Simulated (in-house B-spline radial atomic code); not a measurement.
The outermost shell (largest non-relativistic mean radius) with and without relativity; Dirac values are averaged over j. Computed with a B-spline radial code for spherical atoms: non-relativistic Hartree-Fock and Dirac-Hartree-Fock, averages of the configuration (point nuclei without relativity, finite nuclei with it).

```
 ion      configuration  outermost shell  radius non-relativistic (bohr)  radius Dirac (bohr)  radius change (%)  level non-relativistic (eV)  level Dirac (eV)  spin-orbit splitting (eV)
Cs4+  [Kr] 4d10 5s2 5p3               5p                           1.893               1.8696            -1.2398                      -55.748           -56.232                      2.166
Er4+          [Xe] 4f10               5p                          1.4313               1.3902            -2.8717                      -76.685           -78.864                     6.7434
Hf4+          [Xe] 4f14               5p                          1.3599               1.3119            -3.5334                      -80.617             -83.6                     8.5809
Au4+      [Xe] 4f14 5d7               5d                          1.3608               1.3762             1.1288                      -63.734           -62.093                     1.9912
```
